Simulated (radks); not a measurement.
Valence configurations of C (all share [He]). Method: scalar-relativistic Kohn-Sham, BLYP, spin-polarised, spherical densities, finite nucleus; open shells are filled with parallel spins first; Fermi nuclear charge, rms radius 2.4702 fm; computed with a radial shooting solver on a logarithmic mesh with Libxc functionals. Order these by energy: 2s1 2p3; 2s1.5 2p2.5; 2p4; 2s0.5 2p3.5; 2s2 2p2.

Answer. From the lowest, in eV above it: 2s2 2p2 0.000; 2s1.5 2p2.5 2.690; 2s1 2p3 4.674; 2s0.5 2p3.5 10.968; 2p4 16.693. NIST lists [He] 2s2 2p2 as the ground configuration; this level of theory agrees among the configurations tried. The energies are those of spherical high-spin densities, not of single terms.
